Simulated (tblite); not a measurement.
`c1ncccc1PC=C`. Structure optimised with GFN2-xTB, isolated species.

```
atom  x, y, z in Å
C1     3.1938   -0.0034    0.6722
C2     2.1944    0.5094   -0.0259
P3     1.2327   -0.3902   -1.2817
C4    -0.3792   -0.2559   -0.4229
C5    -1.0841    0.9439   -0.4619
C6    -2.2993    1.0337    0.1940
C7    -2.7689   -0.0892    0.8594
N8    -2.1154   -1.2381    0.8885
C9    -0.9571   -1.3195    0.2655
H10    3.7568    0.5863    1.3777
H11    3.4947   -1.0329    0.5624
H12    1.9182    1.5524    0.0812
H13    1.5304   -1.6706   -0.8032
H14   -0.6811    1.7917   -1.0002
H15   -2.8697    1.9501    0.1860
H16   -3.7110   -0.0734    1.3913
H17   -0.4622   -2.2823    0.3152
```

Task: How far are the heavy atoms from their best plane (unweighted least squares)?

Result: 0.602 Å rms; C1 0.89, C2 0.36, P3 1.23, C4 0.53, C5 0.16, C6 0.37, C7 0.50, N8 0.15, C9 0.35 Å (magnitudes).

Task: Which two atoms are farthest apart?

Result: H10···H16, 7.50 Å; the next longest distance is 7.32 Å.

Task: Give the dihedral angles C4–C5–C6–C7, H16–C7–N8–C9, C2–P3–C4–C5, C5–C6–C7–N8, H15–C6–C7–N8, C7–N8–C9–H17.

Result: C4–C5–C6–C7 0° (synperiplanar); H16–C7–N8–C9 180° (antiperiplanar); C2–P3–C4–C5 77° (synclinal); C5–C6–C7–N8 0° (synperiplanar); H15–C6–C7–N8 179° (antiperiplanar); C7–N8–C9–H17 180° (antiperiplanar). Dihedral signs follow IUPAC: positive where, seen along the central bond, the front bond turns clockwise onto the rear one.

Task: What is the repulsion energy of the bare nuclei, Σ ZA·ZB/RAB?

Result: 470.04 Eh over 136 pairs, with full nuclear charges and distances in bohr; the largest single term is 26.17 Eh (C2 with P3).

Task: Write the matrix of distances between heavy atoms (Å, lower triangle).

Result: 
```
C1    0.000
C2    1.323  0.000
P3    2.795  1.820  0.000
C4    3.746  2.714  1.831  0.000
C5    4.526  3.336  2.796  1.392  0.000
C6    5.611  4.530  4.084  2.394  1.384  0.000
C7    5.966  5.077  4.548  2.717  2.377  1.387  0.000
N8    5.455  4.740  4.079  2.387  2.766  2.383  1.322  0.000
C9    4.373  3.655  2.838  1.393  2.381  2.710  2.269  1.318  0.000
```

Its GFN2-xTB frequencies are all real (lowest 29 cm⁻¹). The numbers are those of one conformer.

These are computed values.
